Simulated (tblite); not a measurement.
Species: C₆H₁₁AsOSi.
SMILES with atom numbers: `[CH3:1][Si@@H:2]([AsH2:3])[CH2:4][c:5]1[cH:6][cH:7][cH:8][o:9]1` (hydrogens: H10, H11, H12 on C1; H13 on Si2; H14, H15 on As3; H16, H17 on C4; H18 on C6; H19 on C7; H20 on C8)

Computed with GFN2-xTB (tblite), gas phase: L-BFGS steps from a force-field or distance-geometry start until the largest atomic force falls under 0.01 eV/Å.

Step 18: E = -723.8839 eV
```
atom  x, y, z in Å  |  force x, y, z in eV/Å
C1     -2.2405   -0.5608    0.2359    0.018   0.029  -0.024
Si2    -1.3587    0.2284   -1.2641    0.023  -0.057   0.044
As3    -0.9347    2.5061   -0.9480    0.034  -0.003   0.073
C4      0.3382   -0.6602   -1.4761   -0.002   0.030  -0.017
C5      1.1400   -0.4792   -0.2540   -0.038   0.035   0.055
C6      1.2658   -1.2152    0.8861    0.021  -0.046   0.010
C7      2.1567   -0.5010    1.7264    0.021  -0.005  -0.008
C8      2.4959    0.6205    1.0415   -0.006   0.041   0.037
O9      1.8706    0.6550   -0.1543    0.027  -0.040   0.035
H10    -2.3442   -1.6379    0.1459    0.004   0.012   0.002
H11    -3.2323   -0.1389    0.3676   -0.048   0.002  -0.044
H12    -1.6821   -0.3499    1.1451    0.034  -0.051   0.005
H13    -2.1034   -0.0773   -2.5053   -0.048   0.041   0.020
H14    -0.5639    2.3060    0.4950   -0.034  -0.028  -0.055
H15    -2.3619    2.7512   -0.5204    0.098  -0.005  -0.040
H16     0.2144   -1.7158   -1.6967   -0.029  -0.045   0.042
H17     0.8881   -0.2016   -2.2959   -0.067   0.018  -0.136
H18     0.7966   -2.1537    1.0979    0.000  -0.026  -0.011
H19     2.4935   -0.7957    2.7001    0.006   0.030  -0.021
H20     3.1565    1.4309    1.2703   -0.013   0.070   0.032
```

Step 19: E = -723.8861 eV
```
atom  x, y, z in Å  |  force x, y, z in eV/Å
C1     -2.2412   -0.5628    0.2363    0.022   0.032  -0.034
Si2    -1.3586    0.2284   -1.2615    0.012  -0.050  -0.018
As3    -0.9250    2.5078   -0.9441    0.004  -0.040   0.048
C4      0.3376   -0.6629   -1.4766   -0.042   0.051  -0.010
C5      1.1349   -0.4812   -0.2512    0.027   0.005  -0.001
C6      1.2683   -1.2189    0.8870   -0.005  -0.027   0.015
C7      2.1568   -0.4999    1.7255    0.030   0.003   0.010
C8      2.4907    0.6238    1.0415    0.014   0.018   0.023
O9      1.8664    0.6523   -0.1550   -0.002   0.013   0.042
H10    -2.3451   -1.6391    0.1460    0.001  -0.010  -0.010
H11    -3.2324   -0.1407    0.3669   -0.064   0.009  -0.034
H12    -1.6829   -0.3546    1.1453    0.041  -0.037   0.027
H13    -2.1039   -0.0755   -2.5073   -0.022   0.056   0.070
H14    -0.5611    2.3045    0.4988   -0.039  -0.026  -0.035
H15    -2.3561    2.7589   -0.5265    0.123  -0.009  -0.036
H16     0.2146   -1.7177   -1.7015   -0.025  -0.040   0.050
H17     0.8832   -0.1985   -2.2965   -0.049   0.003  -0.108
H18     0.8013   -2.1580    1.1018    0.004  -0.019  -0.016
H19     2.4966   -0.7915    2.6988    0.005   0.020  -0.008
H20     3.1505    1.4362    1.2692   -0.034   0.048   0.023
```

Step 20: E = -723.8880 eV
```
atom  x, y, z in Å  |  force x, y, z in eV/Å
C1     -2.2415   -0.5637    0.2363    0.012   0.020  -0.022
Si2    -1.3581    0.2275   -1.2597   -0.001  -0.019  -0.056
As3    -0.9174    2.5084   -0.9402    0.001  -0.070  -0.003
C4      0.3369   -0.6644   -1.4773   -0.051   0.041  -0.006
C5      1.1312   -0.4824   -0.2490    0.077  -0.019  -0.050
C6      1.2704   -1.2220    0.8879   -0.021   0.002   0.007
C7      2.1574   -0.4990    1.7249    0.028   0.005   0.022
C8      2.4870    0.6268    1.0422    0.024  -0.007   0.006
O9      1.8636    0.6505   -0.1547   -0.030   0.059   0.036
H10    -2.3457   -1.6398    0.1459   -0.003  -0.019  -0.020
H11    -3.2333   -0.1419    0.3653   -0.050   0.010  -0.023
H12    -1.6828   -0.3590    1.1458    0.032  -0.021   0.030
H13    -2.1053   -0.0730   -2.5075   -0.008   0.061   0.095
H14    -0.5597    2.3026    0.5009   -0.038  -0.028   0.004
H15    -2.3495    2.7644   -0.5319    0.118  -0.009  -0.025
H16     0.2142   -1.7196   -1.7037   -0.018  -0.013   0.055
H17     0.8778   -0.1962   -2.2996   -0.039  -0.021  -0.061
H18     0.8048   -2.1618    1.1043    0.012  -0.008  -0.018
H19     2.4992   -0.7879    2.6977    0.008   0.006   0.013
H20     3.1456    1.4413    1.2693   -0.051   0.027   0.016
```

Step 21: E = -723.8901 eV
```
atom  x, y, z in Å  |  force x, y, z in eV/Å
C1     -2.2419   -0.5645    0.2361   -0.007  -0.001   0.001
Si2    -1.3578    0.2263   -1.2583   -0.013   0.021  -0.057
As3    -0.9087    2.5073   -0.9361    0.020  -0.090  -0.063
C4      0.3353   -0.6655   -1.4783   -0.030   0.013   0.000
C5      1.1285   -0.4843   -0.2474    0.103  -0.029  -0.085
C6      1.2725   -1.2251    0.8889   -0.021   0.035  -0.010
C7      2.1584   -0.4981    1.7244    0.014   0.003   0.023
C8      2.4833    0.6299    1.0430    0.022  -0.027  -0.008
O9      1.8596    0.6495   -0.1537   -0.049   0.089   0.021
H10    -2.3464   -1.6409    0.1453   -0.006  -0.014  -0.029
H11    -3.2351   -0.1432    0.3632   -0.016   0.004  -0.010
H12    -1.6821   -0.3643    1.1466    0.009  -0.005   0.016
H13    -2.1069   -0.0690   -2.5060   -0.009   0.059   0.093
H14    -0.5588    2.3001    0.5034   -0.035  -0.032   0.047
H15    -2.3398    2.7706   -0.5385    0.090  -0.006  -0.010
H16     0.2134   -1.7219   -1.7053   -0.011   0.022   0.057
H17     0.8712   -0.1940   -2.3037   -0.031  -0.049  -0.006
H18     0.8091   -2.1662    1.1069    0.022   0.009  -0.023
H19     2.5022   -0.7837    2.6968    0.011  -0.009   0.033
H20     3.1389    1.4477    1.2696   -0.063   0.008   0.012
```

**Question.** Estimate the geometry and energy of step 22. (The exact step hangs on the optimiser's Hessian estimate; all steps are aligned on step 21, rigid shifts and turns removed.)

**Answer.** E = -723.8928 eV, largest force 0.161 eV/Å
```
atom  x, y, z in Å  |  force x, y, z in eV/Å
C1     -2.2427   -0.5659    0.2360   -0.027  -0.028   0.026
Si2    -1.3577    0.2251   -1.2571   -0.021   0.058  -0.020
As3    -0.8956    2.5038   -0.9314    0.059  -0.099  -0.112
C4      0.3325   -0.6672   -1.4795    0.008  -0.024   0.010
C5      1.1265   -0.4880   -0.2468    0.103  -0.022  -0.095
C6      1.2749   -1.2288    0.8902   -0.005   0.066  -0.036
C7      2.1598   -0.4966    1.7239   -0.008  -0.003   0.015
C8      2.4779    0.6338    1.0433    0.008  -0.038  -0.019
O9      1.8520    0.6497   -0.1521   -0.053   0.095   0.000
H10    -2.3475   -1.6428    0.1437   -0.010  -0.001  -0.038
H11    -3.2378   -0.1452    0.3606    0.032  -0.005   0.006
H12    -1.6814   -0.3717    1.1480   -0.025   0.013  -0.010
H13    -2.1087   -0.0625   -2.5027   -0.025   0.049   0.063
H14    -0.5581    2.2964    0.5085   -0.033  -0.036   0.080
H15    -2.3243    2.7803   -0.5479    0.048  -0.002   0.006
H16     0.2119   -1.7245   -1.7076   -0.008   0.055   0.056
H17     0.8624   -0.1914   -2.3082   -0.019  -0.079   0.047
H18     0.8161   -2.1724    1.1105    0.035   0.033  -0.033
H19     2.5068   -0.7779    2.6961    0.010  -0.025   0.043
H20     3.1278    1.4567    1.2693   -0.068  -0.009   0.010
```

The energy changes by -0.0027 eV. The first-order estimate −F·Δx gives -0.0036 eV and the mean of the old and new forces, exact on a quadratic surface, -0.0027 eV. The step makes an angle of 72° with the force vector and moves no atom by more than 0.021 Å.

The cost below is that of the whole relaxation. Time: 1.7 s of wall time. Hardware: an Arm Neoverse N1 with one thread, no GPU, on a shared host.
